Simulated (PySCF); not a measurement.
**Ti (titanium, neutral) across methods**

[Ar] 3d2 4s1 5s1, high-spin 5F determinant (an excited configuration). Calculation: PySCF 2.14, in aug-cc-pVTZ; the non-relativistic Hamiltonian (point nucleus).

```tsv
method	E (hartree)	mean ε 3d α (eV)	mean ε 4s α (eV)	mean ε 5s α (eV)	Σ⟨r²⟩ (bohr²)	⟨S²⟩
r2SCANh	-849.166	-10.348	-7.913	-1.557	118.0	6.001
LDA	-847.135	-9.151	-7.714	-1.518	115.4	6.000
UHF	-848.29037	-16.073	-9.849	-2.190	126.2	6.003
PBE0	-849.010	-11.025	-8.177	-1.758	119.3	6.001
r2SCAN	-849.169	-9.686	-7.649	-1.473	117.8	6.001
B97-3	-849.094	-11.019	-8.035	-1.704	119.7	6.001
CAM-B3LYP	-849.235	-12.447	-9.260	-1.988	120.5	6.001
wB97M-V	-849.151	-13.268	-9.860	-2.140	112.8	6.000
```

Problem. Estimate the same row for PBE.

Solution. E (hartree) = -848.968; mean ε 3d α (eV) = -9.204; mean ε 4s α (eV) = -7.503; mean ε 5s α (eV) = -1.527; Σ⟨r²⟩ (bohr²) = 117.2; ⟨S²⟩ = 6.000.

The outer electron is Rydberg-like, and this basis confines it to a smaller radius and binds it less than a complete one would.
